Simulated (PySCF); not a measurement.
**Working out the ionisation energy of Rh**

Rh [Kr] 4d8 5s1 (4F) → Rh⁺ [Kr] 4d8 (3F). Calculation: PySCF 2.14, in def2-TZVP with the def2 core potential (28 electrons) (6s4p3d1f, 40 functions); a scalar-relativistic core potential. Frozen: 4s2 4p6. Energies in hartree (1 hartree = 27.21139 eV):

```csv
part,Rh (lower),Rh⁺ (upper)
UHF,-109.743193,-109.511356
MP2 opposite-spin,-0.108275,-0.096824
MP2 same-spin,-0.071020,-0.058799
```

Question: What does Hartree-Fock give?

Answer: (-109.511356) − (-109.743193) = 0.231837 hartree = 6.309 eV.

Question: What do MP2 and SCS-MP2 (6/5 opposite-spin, 1/3 same-spin) give?

Answer: The opposite-spin parts differ by 0.312 eV and the same-spin parts by 0.333 eV. MP2: 6.309 + (0.312) + (0.333) = 6.954 eV. SCS-MP2: 6.309 + 1.2 × (0.312) + (0.333)/3 = 6.794 eV.

Measured between the centres of the two terms (NIST): 7.479 eV, so MP2 (valence) is off by -0.525 eV.

What remains against the reference includes basis incompleteness, the frozen core and correlation beyond second order.
